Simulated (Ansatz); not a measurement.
Born–Oppenheimer molecular dynamics of Cl3H5Si2 (10 atoms, charge 0, multiplicity 1). It starts at the highest image of a converged band. Of that band: Neighbouring images differ by up to 2.2 eV, so the band resolves the path poorly. A vibrational analysis at the climbing image gives one clearly imaginary mode, 1307i cm⁻¹: a first-order saddle point.

All numbers below come from RKS PBE0/def2-SVP (Ansatz 0.2.0).

```json
{
  "ensemble": "NVE (velocity Verlet)",
  "time step": "0.5 fs",
  "steps asked": "200",
  "starting velocities drawn for": "100 K",
  "seed": "11246"
}
```

Frames 5 fs apart, positions in Å, forces in eV/Å.

Velocities at 5 fs (Å/ps):

```
Si 1.21 0.77 -0.14
Si -0.76 -1.63 0.12
H 3.05 -14.82 -9.79
H -7.32 -7.41 -7.47
H 3.39 -3.42 -5.54
Cl 0.01 0.33 -0.38
Cl -0.10 0.87 -1.32
Cl 0.13 0.12 2.41
H -11.12 -4.59 -6.83
H -2.39 7.75 5.21
```

```xyz
10
Properties=species:S:1:pos:R:3:forces:R:3 time_fs=5 energy_less_start_eV=0.037 T=65
Si 0.184 -0.381 0.021 0.01 -0.43 -0.30
Si -0.046 -0.028 2.606 -0.11 -0.48 0.09
H -1.538 -0.148 2.745 0.31 0.20 -0.03
H 0.581 -1.063 3.520 -0.03 0.30 -0.10
H 0.590 1.308 2.737 -0.10 0.01 0.14
Cl 1.854 0.372 -0.910 0.09 0.07 -0.03
Cl -1.002 1.386 0.002 0.06 -0.05 0.10
Cl -1.175 -1.656 -0.858 -0.26 0.05 -0.12
H 1.003 -1.763 0.347 0.18 0.29 0.06
H 0.688 -1.090 1.331 -0.15 0.04 0.19
10
Properties=species:S:1:pos:R:3:forces:R:3 time_fs=10 energy_less_start_eV=0.022 T=79
Si 0.191 -0.380 0.018 0.22 -0.98 -0.69
Si -0.049 -0.038 2.607 0.23 -0.17 0.02
H -1.508 -0.195 2.695 -0.32 0.22 0.02
H 0.550 -1.073 3.485 0.21 -0.01 0.32
H 0.593 1.292 2.728 -0.12 0.04 0.15
Cl 1.854 0.374 -0.912 0.20 0.27 -0.10
Cl -1.002 1.390 -0.004 0.17 -0.18 0.25
Cl -1.176 -1.655 -0.846 -0.56 0.08 -0.24
H 0.974 -1.748 0.317 0.27 0.32 -0.03
H 0.652 -1.035 1.384 -0.30 0.40 0.31
10
Properties=species:S:1:pos:R:3:forces:R:3 time_fs=15 energy_less_start_eV=-0.161 T=255
Si 0.199 -0.387 0.010 0.56 -1.33 -1.64
Si -0.052 -0.050 2.609 -0.53 0.34 1.75
H -1.528 -0.190 2.648 0.00 0.17 0.02
H 0.559 -1.073 3.515 0.00 0.16 0.26
H 0.569 1.285 2.753 -0.07 0.06 0.04
Cl 1.856 0.378 -0.915 0.37 0.74 -0.35
Cl -1.001 1.393 -0.009 0.38 -0.47 0.51
Cl -1.180 -1.654 -0.836 -0.87 0.05 -0.36
H 1.005 -1.661 0.282 0.17 0.06 0.01
H 0.552 -0.892 1.502 -0.01 0.23 -0.23
10
Properties=species:S:1:pos:R:3:forces:R:3 time_fs=20 energy_less_start_eV=-0.220 T=312
Si 0.212 -0.404 -0.013 0.28 -0.46 -2.24
Si -0.060 -0.057 2.627 -1.30 1.21 3.52
H -1.551 -0.145 2.607 0.23 0.04 0.09
H 0.568 -1.036 3.600 -0.24 0.27 -0.11
H 0.528 1.291 2.788 -0.04 0.06 -0.03
Cl 1.860 0.387 -0.920 0.51 1.04 -0.64
Cl -0.998 1.393 -0.010 0.53 -0.71 0.55
Cl -1.190 -1.653 -0.829 -0.83 -0.09 -0.37
H 1.079 -1.572 0.259 0.10 -0.59 0.30
H 0.475 -0.733 1.523 0.77 -0.79 -1.07
10
Properties=species:S:1:pos:R:3:forces:R:3 time_fs=25 energy_less_start_eV=-0.425 T=511
Si 0.227 -0.426 -0.054 0.45 -0.30 -1.91
Si -0.077 -0.056 2.671 -0.05 0.87 0.71
H -1.539 -0.091 2.586 -0.33 -0.14 0.10
H 0.531 -0.952 3.674 0.00 -0.29 0.18
H 0.477 1.312 2.817 0.00 0.04 -0.02
Cl 1.868 0.403 -0.930 0.51 0.94 -0.73
Cl -0.991 1.387 -0.007 0.56 -0.80 0.39
Cl -1.206 -1.652 -0.824 -0.66 -0.24 -0.36
H 1.164 -1.596 0.285 -0.46 -0.15 -0.19
H 0.540 -0.713 1.415 -0.02 0.07 1.82
10
Properties=species:S:1:pos:R:3:forces:R:3 time_fs=30 energy_less_start_eV=-0.759 T=833
Si 0.246 -0.451 -0.111 0.74 -0.59 -0.20
Si -0.096 -0.046 2.724 -0.48 1.01 1.52
H -1.578 -0.070 2.589 0.14 -0.22 0.07
H 0.483 -0.917 3.785 -0.20 -0.05 0.20
H 0.425 1.340 2.842 -0.01 -0.01 0.06
Cl 1.879 0.425 -0.944 0.50 0.78 -0.77
Cl -0.980 1.377 -0.002 0.76 -1.06 0.40
Cl -1.226 -1.652 -0.822 -0.78 -0.31 -0.55
H 1.145 -1.652 0.279 -0.64 0.43 -0.17
H 0.610 -0.687 1.609 -0.02 0.02 -0.55
10
Properties=species:S:1:pos:R:3:forces:R:3 time_fs=35 energy_less_start_eV=-0.955 T=1024
Si 0.271 -0.480 -0.170 -0.65 1.06 -0.25
Si -0.118 -0.029 2.789 -0.15 0.36 1.56
H -1.597 -0.098 2.608 0.18 -0.18 -0.02
H 0.389 -0.892 3.935 -0.32 0.34 -0.18
H 0.369 1.370 2.881 -0.03 0.04 0.15
Cl 1.894 0.453 -0.964 0.44 0.44 -0.70
Cl -0.964 1.359 0.006 0.89 -1.21 0.36
Cl -1.252 -1.655 -0.823 -0.86 -0.29 -0.76
H 1.007 -1.646 0.246 0.59 -0.60 0.44
H 0.678 -0.659 1.725 -0.09 0.04 -0.59
10
Properties=species:S:1:pos:R:3:forces:R:3 time_fs=40 energy_less_start_eV=-1.137 T=1200
Si 0.291 -0.501 -0.231 -0.57 0.47 0.44
Si -0.141 -0.008 2.867 0.53 0.15 -0.04
H -1.583 -0.168 2.620 -0.23 -0.04 -0.15
H 0.232 -0.803 4.061 0.13 -0.07 0.19
H 0.306 1.406 2.954 -0.09 0.02 0.15
Cl 1.911 0.483 -0.988 0.26 0.03 -0.60
Cl -0.942 1.333 0.017 0.90 -1.21 0.24
Cl -1.283 -1.660 -0.830 -0.61 -0.18 -0.83
H 0.968 -1.727 0.289 0.29 0.39 -0.05
H 0.714 -0.613 1.722 -0.62 0.43 0.64
10
Properties=species:S:1:pos:R:3:forces:R:3 time_fs=45 energy_less_start_eV=-1.267 T=1326
Si 0.306 -0.518 -0.289 -0.59 0.31 0.75
Si -0.162 0.014 2.946 -0.91 0.45 0.74
H -1.602 -0.245 2.606 0.21 0.19 0.04
H 0.098 -0.719 4.217 0.28 -0.08 -0.04
H 0.220 1.448 3.063 -0.17 0.02 0.12
Cl 1.931 0.514 -1.016 0.03 -0.28 -0.57
Cl -0.913 1.299 0.029 0.89 -1.16 0.14
Cl -1.318 -1.665 -0.842 -0.06 -0.06 -0.78
H 1.003 -1.733 0.332 -0.13 0.96 -0.22
H 0.636 -0.489 1.827 0.44 -0.33 -0.19
10
Properties=species:S:1:pos:R:3:forces:R:3 time_fs=50 energy_less_start_eV=-1.396 T=1450
Si 0.316 -0.530 -0.341 -1.45 1.97 -0.05
Si -0.189 0.040 3.031 -0.73 0.20 0.84
H -1.585 -0.282 2.598 0.04 0.18 0.13
H 0.028 -0.652 4.361 0.23 0.03 -0.45
H 0.096 1.494 3.198 -0.14 -0.01 0.00
Cl 1.950 0.543 -1.049 -0.22 -0.50 -0.64
Cl -0.879 1.257 0.042 0.77 -1.01 0.11
Cl -1.354 -1.672 -0.859 0.56 0.01 -0.67
H 1.031 -1.560 0.347 0.43 -0.59 0.60
H 0.641 -0.425 1.911 0.52 -0.28 0.12
10
Properties=species:S:1:pos:R:3:forces:R:3 time_fs=55 energy_less_start_eV=-1.528 T=1578
Si 0.315 -0.528 -0.391 -0.50 1.04 0.75
Si -0.222 0.068 3.122 0.44 0.16 -0.44
H -1.564 -0.280 2.617 -0.31 -0.03 0.03
H 0.013 -0.588 4.423 0.16 -0.29 0.20
H -0.059 1.537 3.334 -0.04 -0.03 -0.12
Cl 1.968 0.568 -1.085 -0.45 -0.70 -0.73
Cl -0.840 1.208 0.056 0.49 -0.61 0.15
Cl -1.386 -1.678 -0.881 1.07 0.07 -0.58
H 1.118 -1.462 0.459 -0.54 0.10 -0.24
H 0.753 -0.419 2.033 -0.33 0.30 0.97
10
Properties=species:S:1:pos:R:3:forces:R:3 time_fs=60 energy_less_start_eV=-1.631 T=1677
Si 0.308 -0.517 -0.436 0.00 0.44 1.00
Si -0.252 0.098 3.211 -0.54 0.18 0.72
H -1.594 -0.280 2.651 0.22 -0.08 0.16
H 0.029 -0.579 4.513 -0.20 -0.03 0.08
H -0.224 1.573 3.444 0.08 -0.04 -0.11
Cl 1.983 0.589 -1.127 -0.64 -0.93 -0.74
Cl -0.797 1.155 0.071 0.00 0.14 0.31
Cl -1.410 -1.684 -0.907 1.38 0.15 -0.60
H 1.100 -1.363 0.534 -0.69 0.16 -0.43
H 0.823 -0.362 2.336 0.40 0.01 -0.38
```

Of the whole run (100 fs, mean temperature of the second half 1780 K): The conserved energy stayed within 0.07 meV per atom of its start (net change 0.021 meV per atom), so the integration is sound. The kinetic energy rose, since the run started high on the potential surface and went downhill. It ends in pieces (Cl3HSi + H4Si), so much of that is their flight and rotation, not heat. A run of 0.1 ps of so small a system gives no equilibrium averages. The orbitals stay closed-shell, which can raise the energy where a bond breaks towards radicals; this wasn't checked here.

The run took 5.7 min on 4 threads of Arm Neoverse V2, with other jobs on the host, peak memory 0.3 GiB.
